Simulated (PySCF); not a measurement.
Computed vibrations of [Au(H2O)2]+

[Au(H2O)2]+ (singlet). PySCF 2.14.0, RKS B3LYP, Au def2-SVP with ECP60, O def2-SVP, H def2-SVP; non-relativistic Hamiltonian with scalar-relativistic core potentials where named; density fitting; no spin-orbit coupling. Central differences of gradients.

```xyz
7

Au    0.0000    0.0000    0.0000
O     0.0000    0.0000    2.0747
H     0.5634    0.5634    2.6280
H    -0.5634   -0.5634    2.6280
O     0.0000    0.0000   -2.0747
H     0.5634   -0.5634   -2.6280
H    -0.5634    0.5634   -2.6280
```

Run from Python with OMP_NUM_THREADS=2. Where DIIS fails, smearing, a level shift and second-order steps follow.
It took 120 s on 2 threads of Intel(R) Xeon(R) Processor @ 2.50GHz (Skylake/Cascade Lake) (shared host).

Task: What are the harmonic wavenumbers and infrared intensities?

Result: Modes are labelled in D2d; negative numbers are unstable modes, those under 60 cm⁻¹ near the noise; a finer grid moves soft modes by up to 10 cm⁻¹.
| cm⁻¹ | km/mol | symmetry |
| --- | --- | --- |
| -296 | – | e |
| -296 | – | e |
| 154 | 33.7 | e |
| 154 | 33.7 | e |
| 156 | 0.0 | b1 |
| 402 | 0.0 | a1 |
| 464 | 6.8 | b2 |
| 668 | 46.8 | e |
| 668 | 46.8 | e |
| 1590 | 104.0 | b2 |
| 1591 | 0.0 | a1 |
| 3766 | 449.1 | b2 |
| 3771 | 0.0 | a1 |
| 3864 | 294.0 | e |
| 3864 | 294.0 | e |

Task: Is this a minimum?

Result: No: 2 unstable; the lowest moves the atoms so:
```
Au   0.00  0.00  0.00
O   -0.08  0.08  0.00
H    0.48 -0.48  0.00
H    0.48 -0.48  0.00
O    0.02  0.03  0.00
H   -0.14 -0.13  0.00
H   -0.14 -0.13  0.00
```
